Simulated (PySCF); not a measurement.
I¹⁰⁺ (iodine, charge +10) across methods

[Kr] 4d7, high-spin 4F determinant. Calculation: PySCF 2.14, in an uncontracted even-tempered set (21 s from 0.28 bohr⁻², ratio 2.5; 15 p from 0.36 bohr⁻², ratio 2.5; 11 d from 0.36 bohr⁻², ratio 2.5; 4 f from 2.8 bohr⁻², ratio 2.7; 4 g from 4.2 bohr⁻², ratio 2.7); the spin-free X2C one-electron Hamiltonian (Gaussian nucleus).

| method | E (hartree) | mean ε 4p β (eV) | mean ε 4d α (eV) | mean ε 4d β (eV) | Σ⟨r²⟩ (bohr²) | ⟨S²⟩ |
| --- | --- | --- | --- | --- | --- | --- |
| LDA | -7078.18 | -291.54 | -214.22 | -210.97 | 12.82 | 3.750 |
| UHF | -7082.37387 | -309.31 | -227.77 | -223.52 | 12.81 | 3.753 |
| r2SCAN | -7084.82 | -293.12 | -215.35 | -211.72 | 12.80 | 3.751 |
| PBE | -7084.36 | -291.42 | -214.26 | -211.09 | 12.81 | 3.750 |
| PBE0 | -7084.46 | -296.36 | -218.02 | -214.59 | 12.80 | 3.751 |
